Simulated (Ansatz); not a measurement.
Species: CH₁₀Si₃, SMILES `C[SiH2][SiH2][SiH3]` (C–Si–Si–Si torsion 60°) (charge 0, multiplicity 1).

Q: Give a relaxed geometry from CAM-B3LYP-D3(BJ)/def2-TZVP (Ansatz, a quantum-chemistry and plane-wave program).

A: One answer among several that fit: the end point of this relaxation, one of several conformers (outside a Z-matrix the atoms follow the SMILES, hydrogens last).
Z-matrix (Å, degrees):
```
Si
H 1 1.4831
H 1 1.4843 2 107.82
Si 1 2.3360 2 109.32 3 -118.14
H 4 1.4803 1 111.75 2 59.95
H 4 1.4809 5 108.58 1 121.58
H 4 1.4817 5 108.38 6 117.20
Si 1 2.3378 2 110.50 3 120.07
H 8 1.4829 1 109.76 2 -57.38
H 8 1.4833 9 107.56 1 -117.87
C 8 1.8733 9 110.15 10 -119.87
H 11 1.0903 8 110.91 9 58.85
H 11 1.0904 12 108.00 8 121.73
H 11 1.0904 12 107.99 13 116.44
```
